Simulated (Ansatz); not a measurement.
Ideal-gas functions of `F[SiH2][SiH](Cl)Cl` at 600 K and 1 bar, from an Ansatz frequency run at PBE0-D4/def2-TZVP.

Molar mass 149.1 g/mol, point group C1 (symmetry number 1), electronic degeneracy 1, moments of inertia 229.944, 398.814, 587.481 u Å². Harmonic wavenumbers (cm⁻¹, unscaled): 45, 72, 134, 174, 214, 409, 509, 541, 583, 721, 744, 782, 852, 902, 938, 2232, 2246, 2252.

Use S(trans) = R[1.5 ln M + 2.5 ln T − 1.1517]; rotational temperatures θ = 24.2544 K / I; S(rot) = R[ln(√π/σ · √(T³/θAθBθC)) + 1.5]; for each mode x = 1.438777 ν̃/T, S = R[x/(eˣ − 1) − ln(1 − e⁻ˣ)] and H = RT x/(eˣ − 1); 1 cm⁻¹ = 0.0119627 kJ/mol; R = 8.31446 J/(mol·K).

Q: By hand: the entropy, in J/(mol·K).

A: Translation 185.8. Rotation: θ = 0.1055, 0.0608, 0.0413 K, giving 131.3. Vibration, mode by mode: 26.83, 22.93, 17.79, 15.64, 13.95, 8.80, 7.15, 6.71, 6.17, 4.73, 4.52, 4.21, 3.68, 3.35, 3.13, 0.25, 0.24, 0.24, in all 150.3. Electronic 0.0. Sum 467.4 J/(mol·K).

Q: By hand: H − E and G − E in kJ/mol, counted from the electronic energy.

A: Zero-point energy ½ × 14350 × 0.0119627 = 85.8; thermal vibration 41.5; translation, rotation and pV give 4 RT = 20.0. H − E = 147.3 kJ/mol, and G − E = 147.3 − 600 × 467.4/1000 = -133.1 kJ/mol.

Vibration gives 32 % of the entropy, 67.5 J/(mol·K) of it from the modes under 150 cm⁻¹: soft modes count most, and the harmonic formula is weakest for them. The sum counts one conformer and one mirror image; others add a mixing term.
